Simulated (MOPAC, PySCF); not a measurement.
C$_{8}$H$_{8}$B$_{2}$S, SMILES `Bc1ccc2scc(B)c2c1`, neutral singlet in the gas phase. 

Z-matrix (Å, degrees):
```
C
C 1 1.3994
H 2 1.0928 1 119.29
C 2 1.4027 3 119.63 1 180.00
C 1 1.4145 2 118.08 3 179.99
C 5 1.3998 1 122.46 2 0.01
C 6 1.3833 5 117.79 1 -0.01
H 6 1.0919 7 121.22 4 179.99
H 7 1.0930 6 119.29 8 -0.01
C 1 1.4536 2 129.20 3 0.01
C 10 1.3774 1 110.21 2 179.98
H 11 1.0911 10 126.08 1 -179.99
B 10 1.5301 11 121.48 12 0.01
H 13 1.2087 10 121.53 11 179.98
H 13 1.2092 14 119.29 10 180.00
B 4 1.5386 2 120.40 3 -0.01
H 16 1.2100 4 120.13 2 0.00
H 16 1.2103 17 119.45 4 180.00
S 11 1.7179 12 119.23 10 -179.99
```
Charge 0, multiplicity 1.

All levels are single points at this geometry (PBE0-D4/def2-SVP); Pople sets use spherical d functions. Orbital energies aren't observables, and empty levels follow the basis.

PBE-D3(BJ)/def2-TZVP in PySCF gives dipole (D) = 2.71.

Estimate the dipole (D) from each of these levels: B3LYP-D3(BJ)/def2-TZVP in PySCF; PBE0-D4/def2-TZVP in PySCF; B3LYP/3-21G in PySCF; B3LYP/6-311+G** in PySCF; B3LYP/6-31G* in PySCF; B3LYP/LANL2DZ in PySCF; BP86/6-31G* in PySCF; SVWN5/6-31G* in PySCF; HF/3-21G in PySCF; HF/STO-3G in PySCF; PM3 in MOPAC; PM7 in MOPAC.


| level | dipole (D) |
|---|---|
| B3LYP-D3(BJ)/def2-TZVP in PySCF | 2.44 |
| PBE0-D4/def2-TZVP in PySCF | 2.36 |
| B3LYP/3-21G in PySCF | 2.29 |
| B3LYP/6-311+G** in PySCF | 2.35 |
| B3LYP/6-31G* in PySCF | 2.36 |
| B3LYP/LANL2DZ in PySCF | 2.23 |
| BP86/6-31G* in PySCF | 2.63 |
| SVWN5/6-31G* in PySCF | 2.72 |
| HF/3-21G in PySCF | 1.47 |
| HF/STO-3G in PySCF | 2.12 |
| PM3 in MOPAC | 1.94 |
| PM7 in MOPAC | 0.68 |
